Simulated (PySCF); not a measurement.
IK, triplet, at the geometry of the source list (a higher spin typed on purpose: for a closed-shell molecule this is an excited state) (all electrons, no relativity); BP86/STO-3G (PySCF).

Input for PySCF:
```python
from pyscf import gto, scf, dft

mol = gto.M(
    atom='''
K    -1.05890000   -0.75220000   -0.90220000
I     1.05890000    0.75220000    0.90220000
''',
    basis='sto-3g',
    spin=2,
    verbose=5,
)

mf = dft.UKS(mol)
mf.xc = 'bp86'
mf.kernel()
mf.analyze()
```

The log (banner, timings and long lists left out):

```
PySCF version 2.14.0

[INPUT] verbose = 5
[INPUT] max_memory = 4000
[INPUT] num. atoms = 2
[INPUT] num. electrons = 72
[INPUT] charge = 0
[INPUT] spin (= nelec alpha-beta = 2S) = 2
[INPUT] symmetry False subgroup None
[INPUT] Mole.unit = angstrom
[INPUT] Symbol           X                Y                Z      unit          X                Y                Z       unit  Magmom
[...]
[INPUT] ---------------- BASIS SET ----------------
[INPUT] l, kappa, [nprim/nctr], expnt,             c_1 c_2 ...
[INPUT] I
[...]
                                1099.316231       0.5353281423
                                297.5178737       0.4446345422
[...]
                                124.0289171       0.3995128261
                                40.33805328       0.7001154689
[...]
                                21.21274175       0.2175436044
                                8.184535234       0.9166769611
[...]
                                2.841021154       0.0576109534
                                1.250624506       1.115578745
[...]
                                0.4253857892      -0.1972567438
                                0.1879003836      1.375495512
[...]
                                124.0289171       0.6076837186
                                40.33805328       0.3919573931
[...]
                                21.21274175       0.5777664691
                                8.184535234       0.4846460366
[...]
                                2.841021154       0.5852047641
                                1.250624506       0.543944204
[...]
                                0.4253857892      0.629032369
                                0.1879003836      0.6662832743
[...]
                                21.21274175       0.6555473627
                                8.184535234       0.286573259
[...]
                                2.841021154       0.6686785577
                                1.250624506       0.3052468245
[INPUT] K
[...]
                                140.5315766       0.5353281423
                                38.03332899       0.4446345422
[...]
                                12.1771071        0.3995128261
                                3.960373165       0.7001154689
[...]
                                1.018782663       0.2255954336
                                0.3987446295      0.900398426
[...]
                                0.1860011465      0.0196064117
                                0.08214006743     1.131034442
[...]
                                12.1771071        0.6076837186
                                3.960373165       0.3919573931
[...]
                                1.018782663       0.5951670053
                                0.3987446295      0.462001012
[...]
                                0.1860011465      0.5715227604
                                0.08214006743     0.5498949471

nuclear repulsion = 168.476908767718
number of shells = 18
number of NR pGTOs = 120
number of NR cGTOs = 40
basis = sto-3g
ecp = {}

******** <class 'pyscf.dft.uks.UKS'> ********
method = UKS
initial guess = minao
damping factor = 0
level_shift factor = 0
DIIS = <class 'pyscf.scf.diis.CDIIS'>
diis_start_cycle = 1
diis_space = 8
diis_damp = 0
SCF conv_tol = 1e-09
SCF conv_tol_grad = None
SCF max_cycles = 50
direct_scf = True
direct_scf_tol = 1e-13
number electrons alpha = 37  beta = 35
XC library pyscf.dft.libxc version 7.1.2
    S. Lehtola, C. Steigemann, M. J. T. Oliveira, and M. A. L. Marques,  SoftwareX 7, 1–5 (2018)
XC functionals = bp86
    A. D. Becke,  Phys. Rev. A 38, 3098 (1988)
    J. P. Perdew,  Phys. Rev. B 33, 8822 (1986)
    J. P. Perdew,  Phys. Rev. B 34, 7406–7406 (1986)
radial grids:
    Treutler-Ahlrichs [JCP 102, 346 (1995); DOI:10.1063/1.469408] (M4) radial grids

becke partition: Becke, JCP 88, 2547 (1988); DOI:10.1063/1.454033
pruning grids: <function nwchem_prune>
grids dens level: 3
symmetrized grids: False
atomic radii adjust function: <function treutler_atomic_radii_adjust>
small_rho_cutoff = 0
Set gradient conv threshold to 3.16228e-05
atom K rad-grids = 90, ang-grids = [ 50  50  50  50  50  50  50  50  50  50  50  50  50  50  50  50  50  50
  50  50  50  50  50  50  50  50  50  50  50  50  86  86  86  86  86  86
  86  86  86  86  86  86  86  86  86  86 350 350 350 350 350 350 350 350
 350 350 350 350 434 434 434 434 434 434 434 434 434 434 434 434 434 434
 434 434 434 434 434 434 434 350 350 350 350 350 350 350 350 350 350 350]
atom I rad-grids = 95, ang-grids = [ 50  50  50  50  50  50  50  50  50  50  50  50  50  50  50  50  50  50
  50  50  50  50  50  50  50  50  50  50  50  50  86  86  86  86  86  86
  86  86  86  86  86  86  86  86  86  86 350 350 350 350 350 350 350 350
 350 350 350 434 434 434 434 434 434 434 434 434 434 434 434 434 434 434
 434 434 434 434 434 434 434 434 350 350 350 350 350 350 350 350 350 350
 350 350 350 350 350]
tot_boxes 1584, boxes in each direction [10  9 10]
Padding 2 grids
tot grids = 42000
nelec by numeric integration = [35.38655843 35.38655843]
E1 = -10515.229782513738  E2 = 2921.478527175021  Ecoul = 3130.0853075031523  Exc = -208.60678032813138
init E= -7425.274346571
cond(S) = 5.462178704132577

  alpha mo_energy =
[-1.15251593e+03 -1.72813228e+02 -1.65220035e+02 -1.65219947e+02
 -1.65219947e+02 -1.27501892e+02 -3.40600575e+01 -3.14374041e+01
 -3.14369247e+01 -3.14369237e+01 -2.29055027e+01 -2.29054287e+01
 -2.29054264e+01 -2.29052259e+01 -2.29052251e+01 -1.26935467e+01
 -1.02493913e+01 -1.02488036e+01 -1.02488035e+01 -6.31870423e+00
 -5.10681702e+00 -5.10507916e+00 -5.10506513e+00 -2.30567166e+00
 -2.30521451e+00 -2.30507720e+00 -2.30388756e+00 -2.30382453e+00
 -1.42161386e+00 -8.74154488e-01 -8.34121740e-01 -8.34121573e-01
 -8.33258586e-01 -6.10539483e-01 -6.04329147e-01 -6.04323420e-01
 -1.77712191e-01 -2.20885356e-02 -2.20882659e-02  1.72940230e-02]
  beta  mo_energy =
[-1.15251593e+03 -1.72813228e+02 -1.65220035e+02 -1.65219947e+02
[...]
SCF not converged.
Total Energy =                       -7447.072214144391182
[...]
1 I 3px         -0.00004   0.00001  -0.00004   0.00293   0.00335
1 I 3py          0.00003   0.00003  -0.00003   0.00208  -0.00308
1 I 3pz          0.00002  -0.00004  -0.00004   0.00250  -0.00136
1 I 4px         -0.00042   0.00014   0.00012  -0.01586  -0.01732
1 I 4py          0.00039   0.00035   0.00009  -0.01125   0.01594
1 I 4pz          0.00017  -0.00045   0.00010  -0.01349   0.00706
1 I 5px          0.00390  -0.00128  -0.00614   0.64927   0.70382
1 I 5py         -0.00366  -0.00320  -0.00440   0.46054  -0.64798
1 I 5pz         -0.00164   0.00410  -0.00524   0.55253  -0.28689
1 I 3dxy         0.00000   0.00002  -0.00001  -0.00006   0.00000
1 I 3dyz         0.00002  -0.00000   0.00001  -0.00005   0.00001
1 I 3dz^2        0.00001  -0.00003  -0.00001   0.00000   0.00000
1 I 3dxz        -0.00001  -0.00001   0.00000  -0.00007  -0.00000
1 I 3dx2-y2     -0.00003  -0.00000   0.00000  -0.00002  -0.00001
1 I 4dxy        -0.00016  -0.00081   0.00048   0.00139  -0.00002
1 I 4dyz        -0.00080   0.00004  -0.00045   0.00116  -0.00013
1 I 4dz^2       -0.00045   0.00121   0.00033  -0.00002  -0.00007
1 I 4dxz         0.00033   0.00061   0.00006   0.00166   0.00005
1 I 4dx2-y2      0.00123   0.00020  -0.00013   0.00048   0.00021
               #36       #37       #38       #39       #40
0 K 1s           0.00000  -0.00193  -0.00000   0.00000  -0.00010
0 K 2s           0.00000   0.00008  -0.00000   0.00000   0.00248
0 K 3s           0.00000  -0.02428  -0.00000   0.00000   0.00006
0 K 4s          -0.00003   0.96536   0.00002  -0.00010   0.07098
0 K 2px          0.00000  -0.00017   0.00492  -0.00163   0.00539
0 K 2py          0.00001  -0.00012  -0.00453  -0.00414   0.00383
0 K 2pz         -0.00001  -0.00015  -0.00200   0.00537   0.00459
0 K 3px          0.00163   0.00253  -0.02688   0.00879  -0.02560
0 K 3py          0.00415   0.00180   0.02473   0.02234  -0.01818
0 K 3pz         -0.00536   0.00214   0.01093  -0.02894  -0.02181
0 K 4px         -0.00987  -0.06343   0.70380  -0.23337   0.66344
0 K 4py         -0.02512  -0.04508  -0.64767  -0.59310   0.47122
0 K 4pz          0.03251  -0.05393  -0.28615   0.76843   0.56519
1 I 1s          -0.00000  -0.00007   0.00000   0.00000  -0.00010
1 I 2s           0.00000   0.00058  -0.00000  -0.00000   0.00098
1 I 3s          -0.00000  -0.00193   0.00000   0.00000  -0.00326
1 I 4s           0.00000   0.00071  -0.00000  -0.00000   0.00017
1 I 5s          -0.00002  -0.10354   0.00000   0.00001  -0.02249
1 I 2px          0.00041  -0.00010   0.00003  -0.00001  -0.00001
1 I 2py          0.00105  -0.00007  -0.00002  -0.00002  -0.00001
1 I 2pz         -0.00136  -0.00008  -0.00001   0.00003  -0.00001
1 I 3px         -0.00111   0.00119  -0.00053   0.00018   0.00177
1 I 3py         -0.00282   0.00084   0.00049   0.00045   0.00126
1 I 3pz          0.00365   0.00101   0.00022  -0.00058   0.00151
1 I 4px          0.00570  -0.00302   0.00122  -0.00040  -0.00324
1 I 4py          0.01451  -0.00214  -0.00113  -0.00102  -0.00230
1 I 4pz         -0.01879  -0.00257  -0.00050   0.00132  -0.00276
1 I 5px         -0.23313   0.14626  -0.02983   0.00991   0.07048
1 I 5py         -0.59356   0.10390   0.02745   0.02521   0.05006
1 I 5pz          0.76869   0.12461   0.01212  -0.03268   0.06005
1 I 3dxy         0.00001   0.00017   0.00002   0.00011   0.00036
1 I 3dyz        -0.00000   0.00014   0.00011  -0.00001   0.00031
1 I 3dz^2       -0.00001  -0.00000   0.00006  -0.00016  -0.00001
1 I 3dxz        -0.00000   0.00020  -0.00004  -0.00008   0.00044
1 I 3dx2-y2     -0.00000   0.00006  -0.00016  -0.00003   0.00013
1 I 4dxy        -0.00014  -0.00343  -0.00041  -0.00210  -0.00686
1 I 4dyz         0.00000  -0.00289  -0.00207   0.00011  -0.00581
1 I 4dz^2        0.00021   0.00006  -0.00116   0.00314   0.00013
1 I 4dxz         0.00011  -0.00410   0.00086   0.00158  -0.00820
1 I 4dx2-y2      0.00003  -0.00119   0.00320   0.00052  -0.00238

To work with the spin densities directly, `use mulliken_meta_spin()` only printing them here.

 ** Mulliken spin pop alpha/beta on meta-lowdin orthogonal AOs **
 ** Mulliken Spin Density (per AO)  **
spin_pop of  0 K 1s        0.00000
spin_pop of  0 K 2s        0.00000
spin_pop of  0 K 3s        0.00059
spin_pop of  0 K 4s        0.92657
spin_pop of  0 K 2px      -0.00000
spin_pop of  0 K 2py      -0.00000
spin_pop of  0 K 2pz      -0.00000
spin_pop of  0 K 3px      -0.00095
spin_pop of  0 K 3py      -0.00099
spin_pop of  0 K 3pz      -0.00095
spin_pop of  0 K 4px       0.00755
spin_pop of  0 K 4py       0.00485
spin_pop of  0 K 4pz       0.00696
spin_pop of  1 I 1s        0.00000
spin_pop of  1 I 2s        0.00000
spin_pop of  1 I 3s        0.00000
spin_pop of  1 I 4s        0.00000
spin_pop of  1 I 5s        0.01083
spin_pop of  1 I 2px       0.00000
spin_pop of  1 I 2py       0.00000
spin_pop of  1 I 2pz       0.00000
spin_pop of  1 I 3px       0.00000
spin_pop of  1 I 3py       0.00001
spin_pop of  1 I 3pz       0.00001
spin_pop of  1 I 4px       0.00004
spin_pop of  1 I 4py       0.00021
spin_pop of  1 I 4pz       0.00036
spin_pop of  1 I 5px       0.07563
spin_pop of  1 I 5py       0.36312
spin_pop of  1 I 5pz       0.60611
spin_pop of  1 I 3dxy      0.00000
spin_pop of  1 I 3dyz      0.00000
spin_pop of  1 I 3dz^2    -0.00000
spin_pop of  1 I 3dxz      0.00000
spin_pop of  1 I 3dx2-y2    0.00000
spin_pop of  1 I 4dxy      0.00001
spin_pop of  1 I 4dyz      0.00001
spin_pop of  1 I 4dz^2    -0.00000
spin_pop of  1 I 4dxz      0.00001
spin_pop of  1 I 4dx2-y2    0.00000
 ** Mulliken Spin Density (per atom)  **
spin density of  0 K =      0.94363
spin density of  1 I =      1.05637
 ** Mulliken pop alpha/beta on meta-lowdin orthogonal AOs **
 ** Mulliken pop       alpha | beta **
[...]
In total            37.00000 | 35.00000
 ** Mulliken atomic charges   ( Nelec_alpha | Nelec_beta ) **
charge of  0K =     -0.08779  (    10.01571      9.07208 )
charge of  1I =      0.08779  (    26.98429     25.92792 )
Dipole moment(X, Y, Z, Debye):  1.77711,  1.26229,  1.51326
```

The run did not converge; its last values are not results.
